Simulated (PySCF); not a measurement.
C₄H₅ (SMILES [CH2-]C#CC), charge -1, singlet, at a GFN2-xTB geometry (in this run its highest filled SCF level lies above zero, so its values depend strongly on the basis, on diffuse functions most of all), with bond 9-4 at 1.6 times its length. Base run: TPSS/STO-3G (PySCF).

Here is a job for PySCF.
```python
from pyscf import gto, scf, dft

mol = gto.M(
    atom='''
C    -0.02689703    0.01898413    2.00101260
C    -0.00904766   -0.04049079    0.66114669
C     0.00789498   -0.42450959   -0.53346907
C     0.02444904    0.23607485   -1.86598431
H    -0.95631018    0.02398960    2.57125672
H     0.88696065    0.03044252    2.59575182
H    -0.01375398    1.34661131   -1.85047335
H     0.93433358   -0.04072948   -2.41968026
H    -1.34207098   -0.30270958   -2.83735423
''',
    basis='sto-3g',
    charge=-1,
    verbose=4,
)

mf = dft.RKS(mol)
mf.xc = 'tpss'
mf.kernel()
```

The base run was repeated with changes; each row names its change, and settings that it needs were set with it.

| change | ΔE vs base (mEh) | SCF cycles | outcome |
|---|---|---|---|
| base | 0.000 | 11 | converged |
| init_guess = atom | 0.000 | 12 | converged |
| diis_space = 12 | 0.000 | 11 | converged |
| init_guess = vsap | 0.000 | 12 | converged |
| conv_tol = 1e-7 | 0.000 | 11 | converged |
| diis = off; damp = 0.6 (with mf.diis_start_cycle = 200; with mf.max_cycle = 150) | 0.000 | 28 | converged |
| level_shift = 1.0 (with mf.max_cycle = 100) | - | 100 | not converged |
| conv_tol = 1e-6 | 0.000 | 10 | converged |
| conv_tol = 1e-12 | 0.000 | 13 | converged |
| conv_tol_grad = 1e-3 | 0.000 | 11 | converged |
| init_guess = huckel | 0.000 | 12 | converged |
| conv_tol = 1e-11 | 0.000 | 12 | converged |
| conv_tol = 1e-4 | 0.029 | 8 | converged |
